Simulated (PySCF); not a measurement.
# Electron correlation in Kr (krypton, neutral)

[Kr], closed-shell 1S. Calculation: PySCF 2.14, in pcseg-2 (6s5p3d1f, 43 functions); the non-relativistic Hamiltonian (point nucleus). Frozen: [Ar] 3d10; 8 electrons correlated.

MP2 pair energies summed by pair of shells (mhartree):

```csv
pair,energy,share (%)
4p-4p,-124.28,72.8
4s-4p,-39.07,22.9
4s-4s,-7.33,4.3
```

Total MP2 correlation energy: -170.67 mhartree.

Same-spin part -42.66 and opposite-spin part -128.01 mhartree; SCS-MP2 scales them by 1/3 and 6/5 to -167.83 mhartree.

| level | correlation energy (mhartree) |
| --- | --- |
| CCSD | -186.43 |
| (T) | -5.38 |
| CCSD(T) | -191.81 |

Diagnostics: T1 = 0.0018, D1 = 0.0049, largest double amplitude 0.045.

Cost of the coupled-cluster step: 0.18 s of wall time on 1 thread of Neoverse-V1 (shared host), for 8 correlated electrons.
